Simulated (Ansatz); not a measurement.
The cluster Bi3⁺ (the lowest singlet isomer of a short search). Total charge 1; singlet. Geometry B3LYP-D4/def2-SVP, basis def2-TZVP, Ansatz.

```xyz
3

Bi    1.5743    0.2829    0.5311
Bi   -0.4735    0.5016   -1.5378
Bi   -1.1008   -0.7844    1.0067
```

| run | HOMO (eV) | LUMO (eV) |
| --- | --- | --- |
| A | -10.92 | -8.04 |
| B | -10.52 | -8.78 |
| C | -10.28 | -8.48 |
| D | -12.13 | -6.96 |
| E | -10.20 | -8.38 |
| F | -10.22 | -8.23 |

In the def2 sets Bi takes a core potential; there is no spin–orbit coupling. B3LYP takes the VWN-RPA correlation. The structure comes from a short search, and lower isomers may exist.

**Question.** The runs used B3LYP, B97M-V, CAM-B3LYP, LDA (SPW92), PBE, revPBE. Estimate which is which.

**Answer.** A B3LYP (20 % exact exchange); B LDA (SPW92) (0 % exact exchange); C PBE (0 % exact exchange); D CAM-B3LYP (range-separated); E revPBE (0 % exact exchange); F B97M-V (0 % exact exchange). Exact exchange lowers occupied and raises empty levels; among semilocal functionals meta-GGAs tend to open the gap a little, and such runs are hard to tell apart. The gap grows from 1.74 eV (LDA (SPW92)) to 5.17 eV (CAM-B3LYP).
